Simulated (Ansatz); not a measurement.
A made-up structure of BH₂ClOF (charge +1), closed shell:

O1  (-0.235, 0.728, 0.090)
B2  (0.296, -0.640, -0.041)
F3  (1.479, -0.733, 0.449)
Cl4  (-0.700, -1.784, -0.775)
H5  (-1.119, 0.983, -0.227)
H6  (-0.094, -0.945, 0.997)
(Å)

It is relaxed with PBE-D4/def2-SVP and then PBE0-D4/def2-TZVP (Ansatz 0.2.0). Atoms count as bonded within 1.22 times the sum of their covalent radii (H–H: 0.88 Å). The end point is not checked to be a true minimum.

Q: Does its bonding change? (Judge from chemistry; the calculation decides.)

A: Computed: Yes. Formed: Cl4–H6; broken: B2–H6.

Where it ends: The first stage lowers the energy by 4.06 eV in 21 steps. It ends as BH₂ClOF ([OH][B]([F])[ClH]), total charge +1:
| atom | x (Å) | y (Å) | z (Å) |
| --- | --- | --- | --- |
| O1 | 0.0637 | 0.8824 | 0.0163 |
| B2 | 0.6180 | -0.2854 | -0.0033 |
| F3 | 1.8401 | -0.6419 | -0.1345 |
| Cl4 | -0.4086 | -1.9504 | 0.1849 |
| H5 | -0.8626 | 1.1174 | 0.1168 |
| H6 | -1.6241 | -1.5130 | 0.3128 |

Labels in which every atom is bracketed show which atoms are joined, not bond orders.

For scale, one of the runs: PBE0-D4/def2-TZVP relaxation, 142 basis functions, launched by `ansatz run in.yaml --threads 2 --pin off --events-out ev --progress --plain --max-ram 4352MiB`. Hardware: 2 CPU threads of an Arm Neoverse V1, shared host. Wall time about 20 s.
